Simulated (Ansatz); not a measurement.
# Molecular dynamics of C3H6BCl

Input file:

```yaml
crystal:
  periodic: [false, false, false]
  atoms:
    - { symbol: Cl, position_ang: [-1.775772, 2.231641, 0.78156] }
    - { symbol: C, position_ang: [-0.200261, 1.667427, 0.016986] }
    - { symbol: B, position_ang: [0.004472, 0.1329, -0.006852] }
    - { symbol: C, position_ang: [-0.440565, -1.293938, 0.306983] }
    - { symbol: C, position_ang: [0.900691, -1.043242, -0.40733] }
    - { symbol: H, position_ang: [-0.181078, 2.084711, -1.006245] }
    - { symbol: H, position_ang: [0.614676, 2.161336, 0.577171] }
    - { symbol: H, position_ang: [-1.247314, -1.753604, -0.27165] }
    - { symbol: H, position_ang: [-0.407222, -1.660052, 1.337467] }
    - { symbol: H, position_ang: [1.819431, -1.246587, 0.15063] }
    - { symbol: H, position_ang: [0.978341, -1.337591, -1.45812] }
basis:
  gaussian: { orbitals: STO-3G }
hamiltonian:
  xc: pbe0
  dispersion: d4
md:
  timestep: 0.5
  n_steps: 266
  ensemble: nvt_langevin
  temperature: 1000.0
  initial_velocities: maxwell_boltzmann
  seed: 640618
  friction: 0.05
scf:
  lower_state_search: "off"
```

Run as:

```bash
$ ansatz run input.yaml --threads 1 --pin off --max-ram 2048MiB --backend cpu --events-out ev --progress --plain --runs-dir out
```

It starts from a relaxed structure.

Output, in part (step lines, the closing report, with atoms numbered from 0):

```
md step     0: t =     0.00 fs  T =   909.1 K  F+E_penalty+E_count = -16215.48674183 eV  E_kin = 1.292600 eV  (12 SCF iters)
[... lines left out ...]
Total energy: -16214.02973436 eV, -595.8546024736 hartree
Atom 0 at    -1.242914     2.456737     1.376445 Å, force    -0.254361    -0.494060    -0.319501 eV/Å
Atom 1 at    -0.229646     1.902887    -0.113141 Å, force    -1.999399    -0.044092    -1.115713 eV/Å
Atom 2 at    -0.210599     0.255119    -0.346427 Å, force    -0.780242     0.356915    -0.316705 eV/Å
Atom 3 at    -0.482167    -1.242679     0.059799 Å, force     1.568109     1.739471     5.180694 eV/Å
Atom 4 at     0.387020    -0.968777    -1.123052 Å, force    -3.892268     0.282568    -1.450987 eV/Å
Atom 5 at    -0.790105     2.440428    -1.041140 Å, force     1.805858    -1.435764     2.305620 eV/Å
Atom 6 at     0.677303     2.479860     0.201564 Å, force     0.164591    -0.957797    -1.266300 eV/Å
Atom 7 at    -1.366067    -1.851393     0.133865 Å, force    -0.881061    -0.103134    -1.094891 eV/Å
Atom 8 at     0.060836    -1.478467     1.040713 Å, force    -0.477273     0.418026    -1.334993 eV/Å
Atom 9 at     1.408469    -1.015403    -0.952366 Å, force     2.877382    -1.127361    -0.464690 eV/Å
Atom 10 at    -0.178327    -1.489560    -1.951375 Å, force     1.868664     1.365228    -0.122534 eV/Å
Dipole moment:     0.263287    -0.214617    -0.400917 e Å
```

The steps, from the saved trajectory:

```csv
time (fs),T (K),potential energy less start (eV)
0.0,909,0.000
4.0,553,0.519
8.0,676,0.773
12.0,855,0.397
16.0,675,0.659
20.0,769,0.747
24.0,726,0.720
28.0,641,0.551
32.0,631,0.605
36.0,723,0.830
40.0,1224,0.776
44.0,1066,1.001
48.0,1124,0.959
52.0,1559,0.805
56.0,1191,1.026
60.0,1330,1.204
64.0,1001,1.316
68.0,1208,1.048
72.0,1198,1.180
76.0,1124,1.465
80.0,1396,1.215
84.0,993,0.958
88.0,913,0.942
92.0,845,1.254
96.0,1093,0.746
100.0,675,0.781
104.0,629,1.006
108.0,573,0.937
112.0,620,0.999
116.0,673,0.737
120.0,1033,0.762
124.0,975,0.850
128.0,994,0.945
132.0,780,1.332
```

All steps were run. A run of 0.13 ps of so small a system gives no equilibrium averages. Limits of this set-up: minimal basis.

The same pairs are bonded in the first frame and the last. Pairs count as bonded within 1.25 times the sum of covalent radii (0.12 Å more for H–H).

Last frame:

```xyz
11
Properties=species:S:1:pos:R:3
Cl -1.243 2.457 1.376
C -0.230 1.903 -0.113
B -0.211 0.255 -0.346
C -0.482 -1.243 0.060
C 0.387 -0.969 -1.123
H -0.790 2.440 -1.041
H 0.677 2.480 0.202
H -1.366 -1.851 0.134
H 0.061 -1.478 1.041
H 1.409 -1.015 -0.952
H -0.178 -1.490 -1.951
```

Run time: 6.7 min on 1 thread of Arm Neoverse V1 (shared host), peak memory 0.086 GiB.
